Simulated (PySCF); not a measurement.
B2ClH4N.
Atom-mapped SMILES: `[BH2:1][NH:2][BH:3][Cl:4]` (hydrogens: H5, H6 on B1; H7 on N2; H8 on B3)

Method: PySCF, PBE0-D3(BJ)/def2-SVP geometry optimisation, gas phase; density fitting, grid level 1; the optimiser is geomeTRIC in internal coordinates, started from a GFN2-xTB structure with every atom displaced at random (about 0.01 Å).

Step 0: E = -15419.3150 eV
```
atom  x, y, z in Å  |  force x, y, z in eV/Å
B1     -1.1619    0.6605    0.0067   -1.145   0.617   0.053
N2      0.0791    0.1118   -0.2402    0.710  -0.764  -0.596
B3      1.2526    0.3003    0.4911    0.702  -0.005   0.138
Cl4     2.7277   -0.5080   -0.0027    0.192  -0.165  -0.110
H5     -2.0731    0.4143   -0.7210   -0.306  -0.168  -0.246
H6     -1.3097    1.4111    0.9099   -0.023   0.311   0.515
H7      0.1660   -0.5068   -1.0350   -0.015  -0.201  -0.260
H8      1.3179    1.0040    1.4330   -0.116   0.375   0.505
```

Step 1: E = -15419.3838 eV
```
atom  x, y, z in Å  |  force x, y, z in eV/Å
B1     -1.1782    0.6814    0.0018    0.206  -0.141  -0.042
N2      0.0909    0.0944   -0.2629   -0.133   0.123   0.069
B3      1.2754    0.3029    0.4887   -0.039  -0.050  -0.047
Cl4     2.7568   -0.5185    0.0076    0.014   0.007   0.006
H5     -2.1036    0.4117   -0.7221   -0.048   0.006  -0.036
H6     -1.3012    1.4221    0.9423    0.023   0.043   0.043
H7      0.1640   -0.5281   -1.0633    0.001  -0.013  -0.007
H8      1.2945    1.0215    1.4496   -0.023   0.027   0.013
```

Problem. Estimate the geometry and energy of step 2. (The exact step hangs on the optimiser's Hessian estimate; all steps are aligned on step 1, rigid shifts and turns removed.)

Solution. E = -15419.3842 eV, largest force 0.064 eV/Å
```
atom  x, y, z in Å  |  force x, y, z in eV/Å
B1     -1.1696    0.6755    0.0032    0.016   0.008  -0.015
N2      0.0884    0.0818   -0.2761   -0.020  -0.002   0.001
B3      1.2659    0.2966    0.4821    0.050   0.026   0.030
Cl4     2.7709   -0.4988    0.0306   -0.046  -0.011  -0.023
H5     -2.1146    0.4319   -0.7083    0.015  -0.020  -0.011
H6     -1.2631    1.4180    0.9487   -0.005  -0.001   0.007
H7      0.1588   -0.5405   -1.0773   -0.002  -0.001   0.006
H8      1.2620    1.0227    1.4388   -0.008   0.000   0.005
```

The energy changes by -0.0004 eV. The first-order estimate −F·Δx gives -0.0038 eV and the mean of the old and new forces, exact on a quadratic surface, -0.0005 eV. The step makes an angle of 81° with the force vector and moves no atom by more than 0.039 Å.

What follows is the cost of the whole optimisation. Hardware: one thread of an Arm Neoverse V2, no GPU, shared host. Cost: 9.1 s wall, 0.34 GiB resident at most.
